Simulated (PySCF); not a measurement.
**Deuteron quadrupole couplings in `O=C(C[SiH3])[SiH2]N([SiH3])[SiH3]`**

Species: C₂H₁₃NOSi₄.
Z-matrix (Å and degrees, GFN2-xTB geometry), rows numbered from 1:
```
O 
C   1  1.2212
C   2  1.4758  1  121.50
Si  3  1.9180  2  107.33  1   -83.16
Si  2  1.9026  1  118.71  3  -177.64
N   5  1.7113  2  102.72  1     5.83
Si  6  1.7802  5  122.34  2    -3.61
Si  6  1.7420  5  119.05  2   177.91
H   3  1.0904  2  111.08  1    34.02
H   3  1.0873  2  111.02  1   156.58
H   4  1.4660  3  106.58  2   178.41
H   4  1.4628  3  109.29  2   -62.90
H   4  1.4598  3  109.37  2    59.08
H   5  1.4708  2  107.37  1  -115.09
H   5  1.4694  2  108.43  1   126.64
H   7  1.4801  6  100.98  5  -179.52
H   7  1.4590  6  110.44  5    70.33
H   7  1.4575  6  110.59  5   -68.98
H   8  1.4645  6  106.41  5    -0.08
H   8  1.4631  6  109.47  5  -119.08
H   8  1.4624  6  109.75  5   118.64
```

Level: PBE0/pcSseg-1 (PySCF, non-relativistic); Q(2H) = 0.00286 b; rigid geometry, the same for H and D, with no vibrational averaging.

Problem. Rank these positions by the coupling χzz of a deuteron there, largest first.
A. H16 (Si–H hydrogen)
B. H10 (methylene hydrogen)
C. H14 (Si–H hydrogen)
D. H17 (Si–H hydrogen)

Solution. B (212 kHz), D (111 kHz), C (104 kHz), A (99 kHz).

Problem. Tabulate Vzz, the asymmetry η and χzz = 234.96 MHz × Q × Vzz for every hydrogen position.

Solution. 
```json
{"atom": "H9", "bonded to": "C3", "bond length (Å)": "1.090", "Vzz (au)": "0.3108", "η": "0.02", "χzz (kHz)": "209"}
{"atom": "H10", "bonded to": "C3", "bond length (Å)": "1.087", "Vzz (au)": "0.3155", "η": "0.06", "χzz (kHz)": "212"}
{"atom": "H11", "bonded to": "Si4", "bond length (Å)": "1.466", "Vzz (au)": "0.1600", "η": "0.01", "χzz (kHz)": "108"}
{"atom": "H12", "bonded to": "Si4", "bond length (Å)": "1.463", "Vzz (au)": "0.1612", "η": "0.03", "χzz (kHz)": "108"}
{"atom": "H13", "bonded to": "Si4", "bond length (Å)": "1.460", "Vzz (au)": "0.1632", "η": "0.01", "χzz (kHz)": "110"}
{"atom": "H14", "bonded to": "Si5", "bond length (Å)": "1.471", "Vzz (au)": "0.1546", "η": "0.04", "χzz (kHz)": "104"}
{"atom": "H15", "bonded to": "Si5", "bond length (Å)": "1.469", "Vzz (au)": "0.1554", "η": "0.04", "χzz (kHz)": "104"}
{"atom": "H16", "bonded to": "Si7", "bond length (Å)": "1.480", "Vzz (au)": "0.1473", "η": "0.09", "χzz (kHz)": "99"}
{"atom": "H17", "bonded to": "Si7", "bond length (Å)": "1.459", "Vzz (au)": "0.1652", "η": "0.05", "χzz (kHz)": "111"}
{"atom": "H18", "bonded to": "Si7", "bond length (Å)": "1.457", "Vzz (au)": "0.1665", "η": "0.05", "χzz (kHz)": "112"}
{"atom": "H19", "bonded to": "Si8", "bond length (Å)": "1.464", "Vzz (au)": "0.1586", "η": "0.07", "χzz (kHz)": "107"}
{"atom": "H20", "bonded to": "Si8", "bond length (Å)": "1.463", "Vzz (au)": "0.1614", "η": "0.03", "χzz (kHz)": "108"}
{"atom": "H21", "bonded to": "Si8", "bond length (Å)": "1.462", "Vzz (au)": "0.1618", "η": "0.03", "χzz (kHz)": "109"}
```

Problem. Average by the element that carries the hydrogen.

Solution. on C: 210 kHz over 2 positions, mean bond length 1.089 Å; on Si: 107 kHz over 11 positions, mean bond length 1.465 Å.

Problem. How does χzz go with the bond length over the 11 Si–H bonds?

Solution. A straight-line fit has a slope of -5.6 kHz for each 0.01 Å, with a correlation coefficient of -0.99, over lengths from 1.457 to 1.480 Å. The longer bonds have the smaller couplings here.

Problem. A static deuteron (I = 1) shows a doublet split by (3/2)χ, (3/4)χ(1 + η) and (3/4)χ(1 − η) with the field along z, y and x of the gradient. What are these for H17?

Solution. With |χ| = 111.0 kHz and η = 0.048: 167, 87 and 79 kHz, to first order and without motion.

Isolated species at its GFN2-xTB geometry (one conformer only). GFN2-xTB bond lengths can be off by several hundredths of an ångström, more for odd bonds, and the gradients follow them. With so small a basis the couplings can be 20 % off.

These values come from a run that also computed NMR shieldings. Time: 68 s wall; peak memory 0.96 GiB. Hardware: an Arm Neoverse V1 with one thread, shared host with 32 logical CPUs at a one-minute load of 21.
